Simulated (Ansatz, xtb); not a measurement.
The molecule AlN-, multiplicity 2 (lowest of 2S+1 = 2, 4 at CCSD(T)/def2-TZVPP on PBE0 minima; our sources give no spin for the ground state, which may be another). The T1 diagnostic near the minimum is 0.089, so single-reference values are doubtful.

Constants: fifth-degree fit in 1/R to seven points, most abundant isotopes. In def2 and cc sets the state is the lowest found near the PBE0 minimum, followed along R.

Run with Ansatz (Gaussian basis) for Hartree–Fock, density functionals and correlated methods; xtb for the GFN methods. Each number belongs to the level named beside it. The GFN methods have no spin term and hold the electronic entropy of 300 K.

| level | r_e (Å) | ω_e (cm⁻¹) | α_e (cm⁻¹) | B_e (cm⁻¹) |
|---|---|---|---|---|
| GFN1-xTB | 1.716 | 891 | 0.0060 | 0.621 |
| GFN2-xTB | 1.678 | 1015 | 0.0063 | 0.649 |
| SVWN5/def2-TZVPP | 1.697 | 923 | 0.0052 | 0.635 |
| PBE/def2-TZVPP | 1.718 | 885 | 0.0052 | 0.620 |
| B3LYP/def2-TZVPP | 1.707 | 901 | 0.0053 | 0.628 |

Ansatz is a quantum-chemistry and plane-wave program.
